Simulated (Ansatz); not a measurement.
Program: Ansatz. Geometries: PBE0-D4/def2-TZVP. ΔE: electronic, gas phase. CCSD(T)/CBS adds triple-zeta CCSD(T) − MP2 to the extrapolated MP2 energy (def2 sets, frozen cores). DFT in def2-TZVPP. B3LYP here is the variant with VWN-RPA as its local correlation; programs differ in this. HSE06 is defined as in plane-wave codes. For Br outer-core shells are correlated without core-valence functions, which leaves a few kJ/mol of doubt a bond. Scalar relativity is left out up to krypton. Each species was taken in one conformer, which may not be the lowest.

Reaction (redistribution): `NB(F)Br` + `COB(C)Br` → `CB(N)F` + `COB(Br)Br`

| level | ΔE (kJ/mol) | difference from CCSD(T)/CBS |
| --- | --- | --- |
| LDA (SPW92) | 10.7 | 0.9 |
| PBE-D4 | 9.6 | -0.2 |
| BLYP-D4 | 9.3 | -0.5 |
| r2SCAN-D4 | 11.9 | 2.1 |
| B97M-V | 11.5 | 1.7 |
| B3LYP-D4 | 10.2 | 0.4 |
| r2SCANh-D4 | 12.0 | 2.2 |
| r2SCAN0-D4 | 12.3 | 2.5 |
| BHLYP-D4 | 11.2 | 1.4 |
| CAM-B3LYP-D4 | 10.9 | 1.1 |
| ωB97X-V | 11.3 | 1.5 |
| ωB97M-V | 11.4 | 1.6 |
| B2PLYP | 10.0 | 0.2 |
| PBE-QIDH | 11.0 | 1.2 |
| PBE | 9.8 | 0.0 |
| revPBE | 9.6 | -0.2 |
| BLYP | 9.4 | -0.4 |
| r2SCAN | 11.8 | 2.0 |
| B3LYP | 10.5 | 0.7 |
| r2SCANh | 12.0 | 2.2 |
| r2SCAN0 | 12.3 | 2.5 |
| HSE06 | 11.1 | 1.3 |
| BHLYP | 12.1 | 2.3 |
| CAM-B3LYP | 11.1 | 1.3 |
| LC-ωPBE | 11.0 | 1.2 |
| RPA@PBE/def2-TZVPP | 8.7 | -1.1 |
| HF/def2-SVP | 15.3 | 5.5 |
| MP2/def2-SVP | 10.5 | 0.7 |
| CCSD/def2-SVP | 11.3 | 1.5 |
| CCSD(T)/def2-SVP | 10.7 | 0.9 |
| HF/def2-TZVPP | 15.1 | 5.3 |
| MP2/def2-TZVPP | 9.0 | -0.8 |
| SCS-MP2/def2-TZVPP | 9.3 | -0.5 |
| CCSD/def2-TZVPP | 10.9 | 1.1 |
| CCSD(T)/def2-TZVPP | 10.2 | 0.4 |
| MP2/def2-QZVPP | 8.7 | -1.1 |
| SCS-MP2/def2-QZVPP | 9.2 | -0.6 |
| HF/CBS(def2) | 15.0 | 5.2 |
| MP2/CBS(def2) | 8.6 | -1.2 |
| CCSD/CBS(def2) | 10.5 | 0.7 |
| CCSD(T)/CBS | 9.8 | 0 |

Largest T1 diagnostic among the species: 0.011.

Leaving LDA and LC-ωPBE aside and taking each functional with its dispersion term where it has one, the values spread over 3.0 kJ/mol, from BLYP-D4 to r2SCAN0-D4. In def2-TZVPP, CCSD(T) changes the Hartree–Fock value by −4.9 kJ/mol (the triples alone add −0.7 kJ/mol) and MP2 by −6.1 kJ/mol.
